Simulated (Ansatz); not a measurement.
Calculated with Ansatz (gas phase, PBE0-D4/def2-TZVP geometries, no zero-point term in ΔE). CCSD(T)/CBS is the MP2 limit (def2-TZVPP, def2-QZVPP) plus CCSD(T) − MP2 in def2-TZVPP, frozen cores. This one scheme is used for every species, atoms too. For atomizations the MP2-based limit and the directly extrapolated one differ by several kJ/mol either way, and by 10 to 25 for some Ge, Se and Sn compounds, so smaller differences from it don't rank the levels. DFT in def2-TZVPP. B3LYP here is the variant with VWN-RPA as its local correlation; programs differ in this. Open shells (•) are unrestricted, without spin–orbit coupling. Spin–orbit coupling would lower the free atoms: a little for C, Si. One conformer a species, not always the lowest.

`N[SiH2]N1C[SiH2]1` → C• + 8 H• + 2 N• + 2 Si•  (atomization)

`N[SiH2]N1C[SiH2]1`:

```xyz
13

N     0.651    0.806    2.227
Si   -0.530    0.770    0.990
N    -0.231   -0.308   -0.303
C     0.794   -0.274   -1.385
Si   -0.708   -1.299   -1.597
H     1.395    1.482    2.210
H     0.899   -0.011    2.759
H    -0.582    2.177    0.502
H    -1.837    0.330    1.542
H     1.754   -0.720   -1.129
H     0.891    0.672   -1.919
H    -0.694   -2.767   -1.405
H    -1.802   -0.858   -2.493
```

CCSD(T)/CBS gives +4479.7 kJ/mol.

(1) Another level gave +4393.9 kJ/mol. Which?
A. revPBE/def2-TZVPP
B. r2SCAN0/def2-TZVPP
C. PBE0-D4/def2-TZVPP
D. B3LYP-D4/def2-TZVPP

Largest T1 diagnostic among the species: 0.012.

Results:

(1) B. r2SCAN0 4393.9, revPBE 4341.6, B3LYP-D4 4490.6, PBE0-D4 4458.9 kJ/mol.

From r2SCAN to r2SCAN0 (25 % exact exchange), in def2-TZVPP and without D4, ΔE moves by −61.0 kJ/mol: exact exchange takes away binding that semilocal exchange gives to molecules. Leaving LDA and LC-ωPBE aside and taking each functional with its dispersion term where it has one, the values, not all of them listed here, spread over 151.0 kJ/mol, from BHLYP-D4 to PBE-D4. LDA lies +585.1 kJ/mol from PBE without D4, its usual overbinding. At CCSD(T), def2-SVP lies −356.4 kJ/mol from the extrapolated value and def2-TZVPP −142.6 kJ/mol: correlation converges slowly with the basis, and small sets miss more of it in the bonded molecule than in its fragments.
